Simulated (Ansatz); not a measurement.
`[CH3][SnH2][CH2]F` + H₂S → `F[CH2][SnH2][SH]` + CH₄ at 400 K and 1 bar (ligand exchange at the Sn–C bond).

Calculated with Ansatz (gas phase, PBE0-D4/def2-TZVP geometries, no zero-point term in ΔE). CBS: MP2 limit from def2 TZ/QZ plus the TZ coupled-cluster correction, frozen cores. This one scheme is used for every species. def2 core potentials past Kr. For Sn outer-core shells are correlated without core-valence functions, which leaves a few kJ/mol of doubt a bond. One conformer a species, not always the lowest.

```tsv
species	CCSD(T)/CBS energy (Eh)	H − E (kJ/mol)	S (J/(mol·K))
`[CH3][SnH2][CH2]F`	-394.10357	240.7	398.5
H₂S	-398.97279	53.4	215.9
`F[CH2][SnH2][SH]`	-752.64602	169.9	403.0
CH₄	-40.46206	131.3	197.2
```

H − E and S are ideal-gas, rigid-rotor, harmonic terms from PBE0-D4/def2-TZVP, for one conformer and one mirror image of each species. 1 Eh = 2625.50 kJ/mol, R = 8.31446 J/(mol·K).

**Question.** By hand: ΔE, ΔH, ΔS and ΔG.

**Answer.** ΔE = (-752.64602) + (-40.46206) − (-394.10357) − (-398.97279) = -0.03172 Eh = -83.3 kJ/mol. Δ(H − E) = 169.9 + 131.3 − 240.7 − 53.4 = 7.1, so ΔH = -76.2 kJ/mol. ΔS = 403.0 + 197.2 − 398.5 − 215.9 = -14.2 J/(mol·K). ΔG = -76.2 − 400 × (-14.2)/1000 = -70.5 kJ/mol.

**Question.** By hand: the equilibrium constant, and the temperature at which ΔG would vanish if ΔH and ΔS stayed fixed.

**Answer.** log₁₀ K = −ΔG/(RT ln 10) = 9.2. ΔG = 0 at ΔH/ΔS = 5366 K, far beyond where these terms or the molecules hold.

The number of gas molecules stays the same, so ΔS is small and ΔH decides. A doubt of 5 kJ/mol in ΔE shifts log₁₀ K by 0.7 here. Other conformers and mirror images would add mixing entropy, several J/(mol·K) or more a flexible species. Modes under 60 cm⁻¹, often nearly free rotors, make the harmonic entropy too high. These are equilibria of isolated gas molecules and say nothing of rates. Largest T1 diagnostic: 0.012 (customary marks: 0.02 for closed shells, 0.045 for open ones).
